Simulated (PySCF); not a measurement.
Computed with PBE-D3(BJ)/def2-TZVP // r2SCAN-D4/def2-SVP in PySCF 2.14.0. Isolated molecules, 0 K electronic values unless said otherwise. 

Reference species: [Ag(CO)(H)] (neutral, multiplicity 1).

```
Quantity               Result
-------------------  --------
LUMO                 -3.37 eV
coordination number         2
```

Changed species: [Ag(NH3)(CH3)] (L = NH3, X = CH3; the reference has L = CO, X = H).

Q: Predict the effect on the LUMO and coordination number.

A: the LUMO goes up by 2.17 eV, to -1.20 eV; the coordination number hardly moves.
